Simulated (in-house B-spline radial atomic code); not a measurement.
**Ionising V2+ with different functionals**

Computed with a B-spline radial code for spherical atoms: scalar-relativistic (spin-free X2C) Hamiltonian, Fermi nucleus of rms radius 3.6002 fm, spin-polarised at highest spin, spherical fractional occupations for the functionals, and exact exchange of hybrids averaged over the configuration. The ionisation energy is the difference of two self-consistent energies, [Ar] 3d3 → [Ar] 3d2, without Breit or QED terms; ε is the level of the shell that loses the electron (its least bound occupied spin orbital).

```json
{"method": "PBE0", "rung": "global hybrid", "ΔSCF (eV)": "?", "-ε(3d) (eV)": "?"}
{"method": "B3LYP", "rung": "global hybrid", "ΔSCF (eV)": "29.81", "-ε(3d) (eV)": "24.03"}
{"method": "TPSSh", "rung": "global hybrid", "ΔSCF (eV)": "29.66", "-ε(3d) (eV)": "23.00"}
{"method": "BHandHLYP", "rung": "global hybrid", "ΔSCF (eV)": "29.44", "-ε(3d) (eV)": "26.37"}
{"method": "r2SCAN0", "rung": "global hybrid", "ΔSCF (eV)": "29.69", "-ε(3d) (eV)": "24.43"}
{"method": "B97-1", "rung": "global hybrid", "ΔSCF (eV)": "?", "-ε(3d) (eV)": "?"}
{"method": "HSE06", "rung": "range-separated hybrid", "ΔSCF (eV)": "29.69", "-ε(3d) (eV)": "23.97"}
{"method": "wB97X", "rung": "range-separated hybrid", "ΔSCF (eV)": "29.34", "-ε(3d) (eV)": "26.65"}
{"method": "CAM-B3LYP", "rung": "range-separated hybrid", "ΔSCF (eV)": "29.79", "-ε(3d) (eV)": "25.94"}
{"method": "LC-wPBE", "rung": "range-separated hybrid", "ΔSCF (eV)": "29.80", "-ε(3d) (eV)": "27.29"}
```

(1) What does B97-1 give?

(2) What does PBE0 give?

(3) Among the functionals, which spreads more, the ΔSCF values or the orbital energies?

(4) How do they compare with the NIST value?

Answers

(1) ΔSCF 29.52 eV, and -ε(3d) = 23.83 eV.

(2) ΔSCF 29.71 eV, and -ε(3d) = 24.40 eV.

(3) The orbital energies: ΔSCF values span about 0.48 eV and the orbital energies 4.28 eV; here energy differences depend much less on the functional than eigenvalues do.

(4) NIST lists 29.311 eV ± 0.0025 (measured, ground level to ground level). Errors run from +0.02 to +0.50 eV; wB97X is closest (+0.02 eV), but part of that can be cancellation, since the calculations leave out spin-orbit coupling, Breit-QED terms, multiplet and fine-structure energies.
